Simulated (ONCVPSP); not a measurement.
**Be: excitation energies, all-electron against ONCV**

Be, optimised norm-conserving Vanderbilt (ONCV), made with ONCVPSP 4.0.1 (PBEsol, scalar-relativistic). Core none, reference 1s2 2s2. Waves: 1s+2s: rc 0.95 bohr, ncon 4, nbas 7, qcut 10.3 1/bohr, 2 projectors; p scattering state at 0.21 Ha: rc 1.00 bohr, ncon 4, nbas 9, qcut 6.9 1/bohr, 2 projectors, debl 0.6 Ha; d scattering state at 0.02 Ha: rc 0.75 bohr, ncon 4, nbas 8, qcut 12.7 1/bohr, 2 projectors, debl 1.2 Ha. Local part: polynomial inside 0.65 bohr (lpopt 5, dvloc0 0 Ha). Core correction: none.

Energies are relative to the spin-unpolarised reference configuration 1s2 2s2; without spin polarisation the order of configurations can differ from experiment.

```tsv
valence configuration	charge	ΔE all-electron (eV)	error AE − PS (meV)
1s2 2s1	+1	9.458	+0.6
1s2 2s0	+2	27.183	+4.7
1s2 2s1 2p1	0	3.594	+1.3
```

**Question.** What are ΔE and the potential's error for 1s2 2s1.5?

**Answer.** ΔE = 3.721 eV all-electron; the error (AE − PS) is +0.1 meV.
